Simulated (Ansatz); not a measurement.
Several settings on one geometry of YCl₃ (that of the charge 0 singlet, PBE-D4/def2-SVP). Ansatz on 4 threads of Arm Neoverse V1 on a shared host; times are rough.

```tsv
atom	x (Å)	y (Å)	z (Å)
Y1	0.000	0.000	0.003
Cl2	2.444	-0.026	0.024
Cl3	-1.200	2.130	-0.015
Cl4	-1.245	-2.104	-0.012
```

Totals from different functionals, basis sets or treatments of relativity can't be compared as stabilities.

In the def2 sets Y takes a core potential; there is no spin–orbit coupling. HSE06 is defined as in plane-wave codes, on full-range PBE exchange. Correlated methods freeze 15 core orbitals; core or outer-core shells of Y are correlated, in sets that lack core-valence functions.

Q: Give the basis size and estimate the energy, ⟨S²⟩ and time of these runs.

```
run                    method  charge    state                                                                                    further keys
  1  RKS HSE06, rpa/def2-TZVP       0  singlet  final_grid: {core_spheres: 5, valence_spheres: 4, degree: 11}; scf: {lower_state_search: full}
  2    RKS HSE06-D4/def2-SVPD       0  singlet                                                     scf: {omitted_lower_state_checks: [starts]}
  3      RKS PBE-D4/def2-SVPD       0  singlet                                                                scf: {lower_state_search: light}
```

A: 
| run | functions | energy (Eh) | ⟨S²⟩ | wall time |
| --- | --- | --- | --- | --- |
| 1 | 151 | -1417.8459 | – | 4 s |
| 2 | 115 | -1418.2919 | – | 1.9 s |
| 3 | 115 | -1418.2138 | – | 1.1 s |
